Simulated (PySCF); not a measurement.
Some computed properties have been withheld. Give your best values.

Species: C3H12ClNSi4.
SMILES: `C#C[Si@@H](Cl)[Si@H](N)[Si@@H](C)[SiH3]`

Conformer (atom-mapped SMILES and torsion angles): `[CH:1]#[C:2][Si@@H:3]([Cl:4])[Si@H:5]([NH2:6])[Si@@H:7]([CH3:8])[SiH3:9]`: C2–Si3–Si5–N6 69°, Si3–Si5–Si7–C8 -20°, H–N6–Si5–Si3 -171°, H–N6–Si5–Si3 50°.

```tsv
property	level	value
point group of the GFN2-xTB geometry	GFN2-xTB	?
rotational constants A, B, C of the GFN2-xTB geometry	GFN2-xTB	?
dipole moment	PBE0/pcSseg-1	?
HOMO energy	PBE0/pcSseg-1	?
LUMO energy	PBE0/pcSseg-1	-1.44 eV
13C chemical shifts (computed TMS as zero) by class	GIAO PBE0/pcSseg-1	106.5 (1 C), 91.2 (1 C), -8.4 (1 C) ppm
1H chemical shifts (computed TMS as zero) by class	GIAO PBE0/pcSseg-1	?
isotropic shieldings of nuclei other than C and H, by class	GIAO PBE0/pcSseg-1	267 (1 N), 385 (1 Si), 394 (1 Si), 427 (1 Si), 463 (1 Si), 986 (1 Cl) ppm
```

The electronic properties come from PySCF, for the isolated species, density fitting. NMR classes are plain means over equivalent atoms (diastereotopic ones count apart unless rotation or inversion swaps them), as if these changed places fast; in this geometry the members of some classes differ.

Problem. What is the point group of the GFN2-xTB geometry?

Solution. C1.

Problem. What is the dipole moment?

Solution. 2.17 D.

Problem. Give the 1H chemical shifts (computed TMS as zero) by class.

Solution. 5.73 (1 H), 5.53 (1 H), 4.29 (1 H), 3.55 (3 H), 2.32 (1 H), 0.57 (3 H), -0.35 (2 H) ppm.

Problem. Give the HOMO energy.

Solution. -7.40 eV.

Problem. What are the rotational constants A, B, C of the GFN2-xTB geometry?

Solution. 0.958, 0.418, 0.412 GHz.

The rotational constants make it an asymmetric top with κ = (2B − A − C)/(A − C) = -0.98, nearer the prolate limit (−1). The dipole matches unit charges of opposite sign 0.45 Å apart (1 e·Å = 4.8032 D). With B = h/(8π²I), that is 505.379 GHz u Å² over I, the principal moments of inertia are 527.6, 1208.1 and 1227.2 u Å² (most abundant isotopes).

One conformer stands for the species.
